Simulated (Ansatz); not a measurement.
Born–Oppenheimer molecular dynamics of CH7BO2 (11 atoms, charge 0, multiplicity 1). It starts at the highest image of a converged band. Of that band: Neighbouring images differ by up to 3.2 eV, so the band resolves the path poorly. A vibrational analysis at the climbing image gives one clearly imaginary mode, 1923i cm⁻¹: a first-order saddle point.

All numbers below come from RHF/def2-SVP (Ansatz).

- ensemble: NVE (velocity Verlet)
- time step: 0.5 fs
- steps asked: 200
- starting velocities drawn for: 100 K
- seed: 2587

First frame:

```xyz
11
Properties=species:S:1:pos:R:3
B 0.044 -0.434 0.075
C -0.112 -0.012 1.874
H -1.065 -0.166 2.390
H 0.708 -0.197 2.572
H -0.060 1.041 1.602
H 1.095 -0.006 -0.302
O -1.092 -0.048 -0.615
H -1.917 -0.172 -0.176
O 0.141 -1.991 0.326
H -0.627 -2.450 0.014
H -0.027 -1.279 1.271
```

(1) How far do the bonds stretch over the last three quarters of this one trajectory? (Pairs bonded in most of those frames.)

Answers

(1) 
```tsv
bond	mean (Å)	spread (Å)	shortest	longest
B1–C2	1.598	0.066	1.48	1.72
B1–H6	1.210	0.041	1.14	1.27
B1–O7	1.363	0.041	1.29	1.43
C2–H3	1.097	0.016	1.07	1.13
C2–H4	1.097	0.009	1.08	1.11
C2–H5	1.094	0.010	1.07	1.11
O7–H8	0.948	0.006	0.93	0.96
O9–H10	0.954	0.021	0.92	0.99
O9–H11	0.951	0.031	0.90	1.01
```

Mean temperature of the second half: 1548 K. The conserved energy stayed within 0.21 meV per atom of its start (net change -0.057 meV per atom), so the integration is sound. The kinetic energy rose, since the run started high on the potential surface and went downhill. It ends in pieces (CH5BO + H2O), so much of that is their flight and rotation, not heat. A run of 0.1 ps of so small a system gives no equilibrium averages. The orbitals stay closed-shell, which can raise the energy where a bond breaks towards radicals; this wasn't checked here.

The run took 3.7 min on 1 thread of Arm Neoverse V2, with other jobs on the host, peak memory 0.15 GiB.
